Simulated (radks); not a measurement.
Values are calculated unless marked as measured or tabulated.
The aluminium ion Al+ inside a hard spherical wall (all orbitals vanish at R), configuration held at [Ne] 3s2 and not refilled when levels cross. Level of theory: scalar-relativistic Kohn-Sham, PBE, spin-polarised, spherical densities, finite nucleus; Fermi nuclear charge, rms radius 3.061 fm (a radial shooting solver on a logarithmic mesh with Libxc functionals). Eigenvalues in eV for spin up, with the zero of energy where the potential of the charges vanishes at infinity; a dash marks a level that is unbound or too diffuse for the functional's potential to be trusted. A positive occupied level is held by the wall or, in an anion where self-interaction has pushed it up, behind a barrier. The pressure on the wall is -dE/dV.

R (bohr),E (hartree),kinetic (hartree),e(1s),e(2s),e(2p),e(3s),"e(3p, empty)","e(4s, empty)",pressure (GPa)
free,-242.47283,242.931,-1519.6,-116.50,-77.992,-14.811,-9.054,-,0
20,-242.47283,242.931,-1519.6,-116.50,-77.992,-14.811,-9.054,-,< 0.0001
15,-242.47283,242.931,-1519.6,-116.50,-77.992,-14.811,-9.054,-,< 0.0001
10,-242.47282,242.931,-1519.6,-116.50,-77.991,-14.810,-9.051,-3.413,0.000207
6,-242.46685,242.984,-1519.3,-116.21,-77.697,-14.577,-8.573,2.137,0.644
3,-241.80402,245.449,-1510.6,-108.70,-70.179,-2.261,7.359,67.758,277
2,-238.64912,254.256,-1491.6,-95.199,-56.185,44.677,56.796,224.78,4440
1.5,-230.95555,274.133,-1456.2,-72.684,-31.876,143.45,149.06,487.84,29600
